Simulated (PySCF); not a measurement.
Atoms are numbered as in `[CH:1]#[C:2][c:3]1[n:4][cH:5][cH:6][n:7]1[SiH3:8]`. Hydrogens are named by the atom that carries them.

- structure optimised with GFN2-xTB
- shielding tensors at PBE0/pcSseg-1 (GIAO)
- code: PySCF 2.14.0 with density-fitted response routines
- a single conformation, no relativistic terms, fast rotation and ring inversion assumed for equivalent nuclei, no solvent model

Shifts are taken against calculated references (same method and geometry level): ¹³C and ¹H and ²⁹Si against TMS; ¹⁵N vs NH3.

```tsv
atoms	nucleus	count	Hirshfeld charge	δ (ppm)
N4	¹⁵N	1	-0.19	333.6
C3	¹³C	1	0.09	138.7
C2	¹³C	1	-0.05	80.4
H(Si8)	¹H	3	-0.07	5.12
Si8	²⁹Si	1	0.38	-54.1
H(C5)	¹H	1	0.06	?
N7	¹⁵N	1	-0.10	?
C1	¹³C	1	-0.09	89.4
C6	¹³C	1	-0.03	?
H(C1)	¹H	1	0.10	2.96
H(C6)	¹H	1	0.06	?
C5	¹³C	1	-0.04	137.5
```

Q: Fill in the missing shifts.

A: 
- C6: 128.0 ppm, aromatic CH next to a ring nitrogen
- H(C5): 7.35 ppm, hydrogen on an aromatic CH next to a ring nitrogen; the ring current deshields protons in the ring plane
- H(C6): 6.78 ppm, hydrogen on an aromatic CH next to a ring nitrogen; it sits in the deshielding region of the aromatic ring current
- N7: 184.2 ppm, pyrrole-type ring nitrogen

Shifts are as computed. Against solution values, carbons near 30 ppm lie about +3 ppm off and those near 130 ppm about +5 ppm. Of 1309 compounds with measured shifts, 239 miss one by over three times the rms of a fit or turn the order of signals round; such compounds aren't used in these exercises. Experimental scales use liquid or dissolved standards, which lie at an offset from isolated NH3 (liquid NH3: subtract about 20 ppm). Unscaled 15N shifts of sp2 nitrogen come out 20 to 40 ppm too high even then.
